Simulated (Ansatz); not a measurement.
A run for Ansatz (a first-principles code): U-PBE0/def2-TZVPP on MgB, 2S+1 = 4, a spin state set in the input, which need not be the lowest.

Ansatz 0.2 input:
```yaml
crystal:
  periodic: [false, false, false]
  atoms:
    - {symbol: B, position_ang: [0.00000000, 0.00000000, 0.00000000]}
    - {symbol: Mg, position_ang: [0.00000000, 0.00000000, 2.13700000]}
basis:
  gaussian:
    orbitals: def2-TZVPP
hamiltonian:
  xc: {name: PBE0}
magnetization: {spin_polarized: true, initial_magnetization: 3}
relax: {f_tol: 0.002, max_steps: 120}
```

Question: Give the final energy of this run.

Answer: -224.5790 hartree.

Question: How many basis functions does it have, and what does it roughly cost on one machine?

Answer: 63 functions; very roughly 10 core-seconds.
